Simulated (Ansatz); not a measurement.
Ge₃H₁₂Si₂ (`[SiH3][GeH2][GeH2][SiH2][GeH3]`), relaxed with RKS PBE0-D4/def2-TZVP in Ansatz 0.2.0 from a GFN2-xTB geometry. The force threshold is 0.005 eV/Å; the program also tests the step.

Total charge 0; spin multiplicity 1.

Start:

```xyz
17

Si   -1.753    1.712   -1.564
Ge    0.563    1.504   -1.267
Ge    1.398    0.816    0.885
Si    0.299   -0.953    1.970
Ge   -0.063   -2.703    0.467
H    -2.273    2.814   -0.753
H    -2.093    1.954   -2.965
H    -2.407    0.476   -1.126
H     1.309    2.760   -1.675
H     1.142    0.522   -2.269
H     2.884    0.535    0.766
H     1.436    2.025    1.801
H     1.053   -1.441    3.128
H    -1.000   -0.488    2.471
H    -0.998   -3.782    0.929
H     1.158   -3.471    0.051
H    -0.656   -2.279   -0.848
```

**Question.** How much energy does the relaxation release, and in how many steps? (Best estimate.)

**Answer.** Computed: 26.91 kJ/mol, in 19 steps.

**Question.** Which bonds change most? (Best estimate.)

**Answer.** Ansatz gave: Si4–Ge5 from 2.335 to 2.379 Å; Ge5–H15 from 1.501 to 1.538 Å; Ge5–H16 from 1.501 to 1.538 Å; Ge5–H17 from 1.504 to 1.539 Å.

**Question.** Give the relaxed structure. (An estimate is asked.)

**Answer.** Computed: 
```xyz
17

Si   -1.688    1.628   -1.317
Ge    0.674    1.357   -1.343
Ge    1.467    0.882    0.903
Si    0.114   -0.840    1.833
Ge   -0.011   -2.660    0.306
H    -2.051    2.755   -0.417
H    -2.219    1.908   -2.678
H    -2.320    0.385   -0.800
H     1.359    2.620   -1.897
H     1.050    0.176   -2.257
H     2.939    0.431    0.854
H     1.387    2.160    1.758
H     0.658   -1.306    3.139
H    -1.255   -0.301    2.062
H    -0.876   -3.805    0.859
H     1.397   -3.207    0.015
H    -0.624   -2.184   -1.022
```
